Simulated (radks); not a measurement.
Question: The carbon ion C3+, configuration [He] 6d1 (not the ground configuration). All-electron calculation, non-relativistic Kohn-Sham, BLYP, spin-polarised, spherical densities, point nucleus; open shells are filled with parallel spins first. Program: a radial shooting solver on a logarithmic mesh with Libxc functionals. Some entries of the table are withheld. Estimate them.

| orbital | occ. | eigenvalue (eV) | r(max) (bohr) | <r> (bohr) |
|---|---|---|---|---|
| 1s up | 1 | (1) | (2) | 0.2680 |
| 1s down | 1 | (3) | (4) | 0.2681 |
| 6d up | 1 | -5.8359 | 13.14 | 12.05 |

Answer: 
(1) 1s up eigenvalue (eV): -355.0487
(2) 1s up r(max) (bohr): 0.1733
(3) 1s down eigenvalue (eV): -355.0463
(4) 1s down r(max) (bohr): 0.1733
